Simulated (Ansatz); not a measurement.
Basis sets compared for cis-[VBr2(NH3)4]+ (VBr2N4H12⁺). The state is a triplet with charge 1. Geometry r2SCAN-D4/def2-SVP. Ansatz on 4 threads of AMD EPYC 7R43 on a shared host; times are rough, and most runs start from earlier orbitals.

```xyz
19

V     0.418    0.151   -0.385
Br    0.248    0.088   -2.790
N     0.145   -0.048    1.812
H    -0.447   -0.797    2.181
H    -0.174    0.813    2.266
H     1.087   -0.204    2.184
Br    2.634    0.956    0.119
N    -1.705   -0.515   -0.382
H    -2.120   -0.097   -1.221
H    -2.318   -0.277    0.402
H    -1.804   -1.525   -0.523
N     1.174   -1.897   -0.439
H     2.196   -1.805   -0.399
H     0.974   -2.306   -1.357
H     0.928   -2.602    0.262
N    -0.261    2.226   -0.390
H    -1.213    2.497   -0.129
H    -0.141    2.529   -1.364
H     0.379    2.812    0.155
```

The 6-31G sets use Cartesian d functions. B3LYP takes the VWN-RPA correlation.

| level | functions | energy (Eh) | HOMO (eV) | LUMO (eV) | wall time |
| --- | --- | --- | --- | --- | --- |
| HF/STO-3G | 86 | -6244.6252 | -9.94 | 3.43 | 4.7 s |
| HF/6-31G | 147 | -6311.6812 | -13.36 | -2.15 | 14 s |
| PBE-D4/def2-SVP | 211 | -6316.4081 | -8.00 | -7.52 | 11 s |
| B3LYP-D4/6-31G | 147 | -6317.8084 | -9.83 | -6.64 | 20 s |
| PBE0-D4/def2-SVP | 211 | -6316.6274 | -10.31 | -6.65 | 23 s |

(1) Estimate the rows for PBE-D4/def2-TZVP, B3LYP-D4/def2-TZVP, PBE0-D4/def2-TZVP (with forces).

Answers

(1) 
```csv
level,functions,energy (Eh),HOMO (eV),LUMO (eV),wall time
PBE-D4/def2-TZVP,337,-6317.4190,-8.19,-7.72,20 s
B3LYP-D4/def2-TZVP,337,-6318.7901,-10.05,-6.94,1.7 min
PBE0-D4/def2-TZVP (with forces),337,-6317.6291,-10.41,-6.72,2 min
```
